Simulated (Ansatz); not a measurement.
Input file for `[OH][Al]([OH])[Cl]`:

```yaml
crystal:
  periodic: [false, false, false]
  atoms:
    - {symbol: O, position_ang: [-0.158318, 1.388036, -0.845207]}
    - {symbol: Al, position_ang: [-0.039705, -0.076197, -0.030219]}
    - {symbol: O, position_ang: [1.049745, -0.191005, 1.243461]}
    - {symbol: Cl, position_ang: [-1.218983, -1.712775, -0.585248]}
    - {symbol: H, position_ang: [-0.757131, 1.521497, -1.577669]}
    - {symbol: H, position_ang: [1.166494, -0.993456, 1.748782]}
basis:
  gaussian: {orbitals: def2-TZVPP}
correlation: {method: ccsd_t}
output: {orbitals: {seedname: orbitals}}
```

```sh
$ ansatz run in.yaml --threads 2 --pin off --events-out ev --progress --plain --max-ram 32768MiB --backend cuda --devices 0, --max-vram 18GiB
```

The program prints (abridged):

```
Functional definition: HF
1066 factors; integrals over basis functions are off by at most 9.9e-4 eV
mean field evaluation 1: about -23195.6437 eV, gradient 5.3e1 eV
mean field evaluation 2: about -23195.7626 eV, gradient 5.3e1 eV
mean field evaluation 4: about -23200.4520 eV, gradient 2.5e0 eV
mean field evaluation 8: about -23200.5024 eV, gradient 2.2e-1 eV
mean field -23200.50262137 eV, -852.6027454698 hartree, gradient 3.9e-6 eV, S^2 0.000000; 0 other end points of the search recorded, 0 dependent functions left out
12 core orbitals not correlated: weight in the atoms' cores, before any rotation towards them, 1.000 or more for the frozen orbitals, at most 0.000 for the correlated occupied ones
reference -23200.50262137 eV, -852.6027454698 hartree; 12, 12 occupied and 150, 150 virtual orbitals, 1066 factors
second order -20.23352835 eV of doubles, -0.00000000 eV of singles
cycle   1  -20.31298681 eV  change   -7.9e-2 eV  update   8.8e-2
cycle   2  -20.70318762 eV  change   -3.9e-1 eV  update   2.5e-2
cycle   3  -20.80475022 eV  change   -1.0e-1 eV  update   1.3e-2
cycle   4  -20.79326705 eV  change    1.1e-2 eV  update   2.9e-3
cycle   5  -20.79199928 eV  change    1.3e-3 eV  update   1.2e-3
cycle   6  -20.79251064 eV  change   -5.1e-4 eV  update   3.4e-4
cycle   7  -20.79229865 eV  change    2.1e-4 eV  update   1.2e-4
cycle   8  -20.79226767 eV  change    3.1e-5 eV  update   3.3e-5
cycle   9  -20.79227557 eV  change   -7.9e-6 eV  update   1.1e-5
perturbative correction -0.75430412 eV, -0.0277201652 hartree
Total energy: -23222.04920106 eV, -853.3945676686 hartree
```

Hardware: 2 threads of an AMD EPYC 7R13 on a shared host and a share of an NVIDIA H100 80 GB. Wall time 4.6 s, peak host memory 0.78 GiB.

The correlation energy is -21.547 eV, 3.5 % of it from (T); the T1 diagnostic reads 0.0111.
